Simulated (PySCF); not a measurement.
# How methods differ on the excitation energy of N⁺

N⁺ [He] 2s2 2p2 (3P) → N⁺ [He] 2s1 2p3 (5S), as a difference of total energies. Calculation: PySCF 2.14, in aug-cc-pVDZ-DK; scalar relativity by spin-free X2C-1e. Correlated levels: valence: 1s2 frozen. The calculations carry no spin-orbit coupling.

```
         method  excitation energy (cm⁻¹)
            UHF                     33220
  MP2 (valence)                     41240
 CCSD (valence)                     45180
CCSDT (valence)                     45396
  FCI (valence)                     45402
```

Task: Estimate what CCSD(T) (valence) gives.

Result: 45349 cm⁻¹, closest to CCSDT (valence) among the rows shown.

Task: Estimate what SCS-MP2 (valence) gives.

Result: 44654 cm⁻¹, closest to CCSD (valence) among the rows shown.

Errors of the correlated levels include the incompleteness of this basis and the frozen core.

For comparison: 46696 cm⁻¹ (measured; NIST levels, between the centres of gravity of the two terms).
